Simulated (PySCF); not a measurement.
H6Al2O4Si (SMILES [OH][Al]([OH])[SiH2][Al]([OH])[OH]), singlet, geometry from GFN2-xTB (such geometries of metal compounds can be far from the true shape), atoms displaced at random by about 0.03 Å a coordinate.

Input for PySCF:
```python
from pyscf import gto, scf, dft

mol = gto.M(
    atom='''
Al   -2.07115074   -0.09287331   -0.03223148
O    -1.95509519    0.75751613   -1.43338657
O    -3.42709154   -0.47233544    0.71856773
Si    0.01808619   -0.66545756    0.96763510
Al    2.10513661    0.14099972   -0.13667336
O     2.87987355   -0.82371999   -1.06011490
O     2.41170722    1.76266273    0.17185999
H    -1.93564341    1.25740880   -2.23848081
H    -4.26382332   -0.84859231    1.11483703
H     0.17434804   -2.18783507    1.13184913
H     0.01878481   -0.29514599    2.40901842
H     3.34918550   -1.44555561   -1.64812438
H     2.65733312    2.68022097    0.36817749
''',
    basis='sto-3g',
    verbose=4,
)

mf = dft.RKS(mol)
mf.xc = 'r2scan'
mf.kernel()
g = mf.nuc_grad_method()
grad = g.kernel()
```

### Question
Estimate the total energy that R2SCAN/STO-3G, gradient (PySCF) returns for this input.

### Answer
-1065.267441 Ha

### Question
Give the nuclear repulsion energy at the level R2SCAN/STO-3G, gradient.

### Answer
475.3083 Eh

### Question
Estimate the HOMO energy that R2SCAN/STO-3G, gradient returns for this input.

### Answer
-0.83 eV

### Question
Estimate the HOMO-LUMO gap that R2SCAN/STO-3G, gradient returns for this input.

### Answer
5.48 eV

### Question
Predict the number of basis functions from R2SCAN/STO-3G, gradient.

### Answer
53
